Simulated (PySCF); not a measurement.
H2BNO, SMILES `N=BO`, neutral singlet in the gas phase. 

Cartesian coordinates (Å):
SMILES: OB=N
```xyz
5

N     -1.1818     0.0079     0.0068
B      0.0484     0.0983    -0.1163
O      1.3666     0.2294    -0.2941
H     -2.1638    -0.0526     0.1116
H      1.9307    -0.2830     0.2921
```
Charge 0, spin multiplicity 1.

All levels are single points at this geometry (B3LYP-D3(BJ)/def2-TZVP); Pople sets use spherical d functions. Orbital energies aren't observables, and empty levels follow the basis.

```
level                            HOMO (eV)  LUMO (eV)  gap (eV)  dipole (D)  vertical IE, Delta-SCF (eV)
-------------------------------  ---------  ---------  --------  ----------  ---------------------------
B3LYP-D3(BJ)/def2-TZVP in PySCF      -7.45      -0.30      7.16        1.72                            –
B3LYP/6-311+G** in PySCF             -7.53      -0.82      6.71        1.79                            –
B3LYP/6-31G* in PySCF                -6.91       1.08      8.00        1.73                        10.05
BP86/6-31G* in PySCF                 -5.84       0.47      6.31        1.70                            –
M06-2X/6-31G* in PySCF               -8.67       2.42     11.09        1.77                            –
SVWN5/6-31G* in PySCF                -5.87       0.35      6.23        1.73                        10.25
HF/3-21G in PySCF                   -10.64       5.79     16.43        2.07                            –
HF/6-31G* in PySCF                  -10.74       5.04     15.79        1.92                         8.77
HF/STO-3G in PySCF                   -8.27      11.30     19.57        1.45                            –
```
